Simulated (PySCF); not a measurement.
Vertical excitations of a molecule C3H8OSi2 from PySCF with TDDFT-PBE/def2-SVPD, as energy in eV (oscillator strength): 4.73 (0.004), 5.36 (0.009), 5.41 (0.012), 5.83 (0.002), 5.94 (0.019), 6.10 (0.000), 6.31 (0.035), 6.41 (0.035), 6.45 (0.012), 6.55 (0.026). Lowest triplet (TDA): 4.17 eV. Coordinates come from a B3LYP-D3(BJ)/def2-SVP optimisation. The values are those of a single conformer.

**Question.** Identify the compound among the candidates.
A) [SiH3][C@@H]1C=C[SiH2]O1
B) O[Si@@H]1CC=C[SiH2]1
C) [SiH3]C1=CO[C@H]1[SiH3]
D) C=C1[SiH2]C[Si@@H]1O

**Answer.** B, O[Si@@H]1CC=C[SiH2]1
